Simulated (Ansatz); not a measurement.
Frontier orbitals of GeH$_{14}$Si$_{5}$, SMILES `[SiH3][SiH2][SiH2][GeH2][SiH2][SiH3]`.

```
atom    x (Å)    y (Å)    z (Å)
 Si1   2.3347  -0.4856  -1.2372
 Si2   0.7707   1.1870  -1.7142
 Si3  -1.3274   0.2056  -2.0144
 Ge4  -1.8740  -1.0833  -0.0873
 Si5  -1.5502   0.1756   1.9123
 Si6   0.6750   0.1649   2.6323
  H7   2.5641  -1.3068  -2.4568
  H8   3.6326   0.0868  -0.7904
  H9   1.8119  -1.3774  -0.1671
 H10   1.1918   1.9445  -2.9263
 H11   0.6846   2.1431  -0.5749
 H12  -2.3727   1.2495  -2.2062
 H13  -1.3110  -0.6693  -3.2200
 H14  -3.3419  -1.5471  -0.1710
 H15  -0.9911  -2.3451  -0.0424
 H16  -1.9969   1.5782   1.6816
 H17  -2.3954  -0.4004   2.9962
 H18   0.7905   0.8494   3.9487
 H19   1.1513  -1.2364   2.7779
 H20   1.5535   0.8669   1.6593
```

Total charge 0; spin multiplicity 1. Correlated methods include outer-core shells of Ge, which these sets cover unevenly. Scalar relativity is left out up to krypton. The geometry is a stationary point of PBE0-D4/def2-TZVP. It is one conformer, not always the lowest. Basis def2-TZVPP, Ansatz.

| functional | HOMO (eV) | LUMO (eV) | gap (eV) |
| --- | --- | --- | --- |
| LDA (SPW92) | -6.87 | -1.56 | 5.31 |
| PBE | -6.77 | -1.38 | 5.39 |
| revPBE | -6.72 | -1.29 | 5.43 |
| r2SCAN | -7.01 | -1.20 | 5.81 |
| PBE0 | -7.77 | -0.60 | 7.17 |
| r2SCANh | -7.37 | -0.92 | 6.45 |
| LC-ωPBE | -10.21 | 1.46 | 11.67 |
| ωB97M-V | -9.69 | 1.09 | 10.78 |
| HF | -10.01 | 2.59 | 12.60 |

A quarter of exact exchange (PBE0) shifts PBE's HOMO by −1.00 eV and its LUMO by +0.78 eV; full exchange at long range (ωB97M-V) shifts them by −2.92 and +2.47 eV. The gap opens from 5.39 to 10.78 eV, since occupied levels lose self-interaction and empty ones feel all the electrons. A positive LUMO is unbound and depends on the basis.

LC-ωPBE has ω = 0.4 bohr⁻¹.
